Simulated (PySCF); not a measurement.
BH3O2S. Atoms are numbered in the order given.

```xyz
7

B     -0.0015     0.4523     0.0000
O     -1.1949     1.1130     0.0000
H     -1.1393     2.0756     0.0000
O      1.2318     1.0404     0.0000
H      1.2296     2.0054     0.0000
S     -0.1009    -1.3756     0.0000
H      1.2376    -1.5611     0.0000
```

Geometry: B3LYP-D3(BJ)/def2-SVP. One conformer was computed; it need not be the lowest.

All values below come from TDA-M06-2X/def2-SVPD run with PySCF.

Vertical excitations.  State labels are in the subgroup Cs.

```csv
state,symmetry,energy (eV),λ (nm),f,main pairs
S1,A",6.15,202,0.017,HOMO→LUMO 82 %
S2,A",6.53,190,0.000,"HOMO→LUMO+3 38 %, HOMO→LUMO+7 19 %, HOMO→LUMO 13 %, HOMO→LUMO+2 12 %"
S3,A",7.37,168,0.049,"HOMO→LUMO+1 75 %, HOMO→LUMO+3 16 %"
S4,A',7.55,164,0.161,"HOMO→LUMO+6 53 %, HOMO→LUMO+4 37 %"
S5,A",7.85,158,0.003,"HOMO→LUMO+2 64 %, HOMO→LUMO+3 14 %, HOMO−2→LUMO 11 %"
S6,A",8.07,154,0.015,"HOMO→LUMO+5 59 %, HOMO−2→LUMO 33 %"
S7,A',8.18,152,0.104,HOMO−1→LUMO 81 %
S8,A",8.27,150,0.025,"HOMO−2→LUMO 40 %, HOMO→LUMO+5 23 %, HOMO→LUMO+7 10 %, HOMO→LUMO+3 8 %"
S9,A',8.45,147,0.008,"HOMO→LUMO+4 56 %, HOMO→LUMO+6 32 %"
S10,A",8.48,146,0.030,"HOMO→LUMO+7 53 %, HOMO→LUMO+3 14 %, HOMO→LUMO+2 10 %"
T1,A",5.97,208,0,"HOMO→LUMO 47 %, HOMO→LUMO+1 15 %, HOMO→LUMO+3 13 %, HOMO→LUMO+7 12 %"
T2,A",6.29,197,0,"HOMO→LUMO 44 %, HOMO→LUMO+3 25 %, HOMO→LUMO+7 14 %"
T3,A',6.65,187,0,"HOMO→LUMO+6 82 %, HOMO→LUMO+4 16 %"
T4,A",7.31,170,0,"HOMO→LUMO+1 69 %, HOMO→LUMO+3 18 %"
```
Triplets are in the Tamm–Dancoff approximation.
